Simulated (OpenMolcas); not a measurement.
An OpenMolcas run meant for Ga⁺ (ANO-RCC-VQZP, X2C; inactive shells 1s 2s 2p 3s 3p 3d; intended active space 2 electrons in 4 orbitals (4s 4p)). One step of its input:

```
&CASPT2
Multistate=1 1
Frozen=23 26
IPEA=0.25
Imaginary=0.1
MaxIter=60
WThr=0.0 0.3 0.05
PrWF=0.5
NoMix
```

Lines from the output:

```
|       MOLCAS_SOURCE = <dir>
  |    MOLCAS_STRUCTURE = 0
  |
   ------------------------------------------------------------------------------------------
++ ---------   Input file   ---------
>>> COPY JOB002 $Project.JobIph
&CASPT2
Multistate=1 1
Frozen=23 26
IPEA=0.25
Imaginary=0.1
MaxIter=60
WThr=0.0 0.3 0.05
PrWF=0.5
NoMix
-- ----------------------------------
>>> COPY JOB002 a.JobIph
*** symbolic link created: INPORB -> a.RasOrb
--- Start Module: caspt2 at  ---
()()()()()()()()()()()()()()()()()()()()()()()()()()()()()()()()()()()()()()()()()()()()()()()()()()
                                              &CASPT2
                                   only a single process is used
                       available to each process: 2.3 GB of memory, 1 thread
()()()()()()()()()()()()()()()()()()()()()()()()()()()()()()()()()()()()()()()()()()()()()()()()()()
 ###    WARNING: User changed nr of frozen orbitals.                         ###
 ###    ERROR: Too many frozen orbitals!                                     ###
--- Stop Module: caspt2 at  /rc=_RC_INPUT_ERROR_ ---
.####################.
.# User input error #.
.####################.
```

**Question.** What is wrong with the input?

**Answer.** More orbitals are frozen than there are inactive ones.
